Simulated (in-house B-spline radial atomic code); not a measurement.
Ge²⁺. Computed with a B-spline radial atomic code. Model: non-relativistic spherical atom: semilocal Troullier-Martins pseudo-atom, one channel per l, against all electrons, high spin, G0W0 and RPA with empty states to l = 8, local potential for every l without a channel, a model core (radius 0 = none) keeps its share of the functional.

What the tables leave out is listed at the end.

The pseudopotential gives back the lowest level of each angular momentum of its own functional in the configuration it was made in; a second state of the same l is only approximately right. Exact exchange, RPA and GW see the smooth pseudo-orbitals and miss the exchange with the core, for which the functional's share stands in. The column with an uncorrelated core keeps all orbitals and exact exchange, and so separates missing core correlation from pseudisation. Only the three outermost levels and the lowest empty one were computed. RPA here is direct RPA, with no exchange kernel, and its energies carry an (l + 1/2)⁻⁴ tail. A hybrid on a potential with a model core restores only its own semilocal share of the core's exchange.

Command:
```bash
python run_psgw.py task.json out
```
Settings (lengths in bohr, energies in hartree):
```
Z                      32
electrons              30
configuration          [Ar] 3d10 4s2
generated_in           [Ar] 3d10 4s2 4p2
functional             lda,vwn
core_shells            5
radius_factor          1.3
core_correction        False
ion_configuration      [Ar] 3d10 4s1
```

Run time, properties included: 60 s on 1 thread of Arm Neoverse N1 (shared host).

Given: made with LDA VWN5; model core radius 0 bohr; local radius 2.102 bohr; mean-field start LDA VWN5.

Valence shells of the generating configuration: 3d, 4s, 4p.

Channel: s 2.271, p 2.886, d 1.964 (radii in bohr).

Computed: largest level miss in the spin-unpolarised generating configuration 0 eV; valence RPA correlation energy pseudo -1.0007 hartree; all-electron RPA polarisability, core included 8.6097 bohr³; pseudo-atom RPA polarisability 8.5477 bohr³; ionisation by mean-field all-electron 34.273 eV; ionisation by mean-field pseudo minus all 0.047 eV; ionisation by RPA all-electron 34.008 eV.

```json
{"level": "4s", "occupied": "1", "mean-field all-electron (eV)": "-29.161", "mean-field pseudo minus all (eV)": "-0.003", "G0W0 all-electron (eV)": "-34.035", "G0W0 uncorrelated core minus all (eV)": "-0.056", "G0W0 pseudo minus all (eV)": "-0.802", "exchange self-energy all-electron (eV)": "-16.734", "exchange self-energy pseudo (eV)": "-15.808"}
{"level": "4p (empty)", "occupied": "0", "mean-field all-electron (eV)": "-20.108", "mean-field pseudo minus all (eV)": "-0.017", "G0W0 all-electron (eV)": "-16.051", "G0W0 uncorrelated core minus all (eV)": "-0.039", "G0W0 pseudo minus all (eV)": "-0.248", "exchange self-energy all-electron (eV)": "-5.3672", "exchange self-energy pseudo (eV)": "-5.0159"}
```

(1) What is the valence RPA correlation energy all-electron orbitals?

(2) What is the ionisation by RPA pseudo minus all?

Given: mean-field start PBE0.

Computed: valence RPA correlation energy all-electron orbitals -0.7366 hartree; valence RPA correlation energy pseudo -0.97125 hartree; pseudo-atom RPA polarisability 7.8635 bohr³; ionisation by mean-field all-electron 33.513 eV; ionisation by mean-field pseudo minus all 0.278 eV; ionisation by RPA pseudo minus all 1.141 eV.

```
     level  occupied  mean-field all-electron (eV)  mean-field pseudo minus all (eV)  G0W0 all-electron (eV)  G0W0 uncorrelated core minus all (eV)  G0W0 pseudo minus all (eV)  exchange self-energy all-electron (eV)  exchange self-energy pseudo (eV)
        4s         1                       -29.806                            -0.205                 -33.877                                 -0.046                      -0.909                                 -16.381                           -15.749
4p (empty)         0                       -18.694                            -0.257                 -16.046                                 -0.031                      -0.255                                 -4.9666                           -4.8649
```

(3) What is the ionisation by RPA all-electron?

(4) What is the all-electron RPA polarisability, core included?

Given: mean-field start Hartree-Fock.

Computed: valence RPA correlation energy all-electron orbitals -0.64818 hartree; valence RPA correlation energy pseudo -0.8999 hartree; all-electron RPA polarisability, core included 6.6628 bohr³; ionisation by mean-field all-electron 31.718 eV; ionisation by mean-field pseudo minus all 0.931 eV; ionisation by RPA pseudo minus all 1.236 eV.

```json
{"level": "4s", "occupied": "1", "mean-field all-electron (eV)": "-31.963", "mean-field pseudo minus all (eV)": "-0.967", "G0W0 all-electron (eV)": "-33.573", "G0W0 uncorrelated core minus all (eV)": "-0.027", "G0W0 pseudo minus all (eV)": "-1.342", "exchange self-energy all-electron (eV)": "-15.642", "exchange self-energy pseudo (eV)": "-15.74"}
{"level": "3d", "occupied": "1", "mean-field all-electron (eV)": "-64.434", "mean-field pseudo minus all (eV)": "7.893", "G0W0 all-electron (eV)": "-62.051", "G0W0 uncorrelated core minus all (eV)": "-0.478", "G0W0 pseudo minus all (eV)": "4.688", "exchange self-energy all-electron (eV)": "-63.561", "exchange self-energy pseudo (eV)": "-36.059"}
{"level": "4p (empty)", "occupied": "0", "mean-field all-electron (eV)": "-14.955", "mean-field pseudo minus all (eV)": "-0.828", "G0W0 all-electron (eV)": "-15.931", "G0W0 uncorrelated core minus all (eV)": "-0.017", "G0W0 pseudo minus all (eV)": "-0.424", "exchange self-energy all-electron (eV)": "-4.0737", "exchange self-energy pseudo (eV)": "-4.5657"}
```

(5) What is the ionisation by RPA all-electron?

(6) What is the pseudo-atom RPA polarisability?

Answers

(1) -0.77736 hartree.

(2) 1.144 eV.

(3) 33.836 eV.

(4) 8.0152 bohr³.

(5) 33.421 eV.

(6) 6.2909 bohr³.

Among the listed levels the largest G0W0 shift of the pseudo-atom is +4.69 eV, for 3d on the Hartree-Fock start, while leaving the core uncorrelated moves that level by -0.48 eV. So pseudisation and the lost core exchange, not the missing core correlation, make the error. Not in the tables (levels of low weight, unsolved or above zero; the highest and the empty levels are kept at any weight): on LDA the G0W0 levels 3d (pseudo minus all +4.95 eV, weights 0.88 and 0.45); on PBE0 the G0W0 levels 3d (pseudo minus all +5.12 eV, weights 0.90 and 0.79).
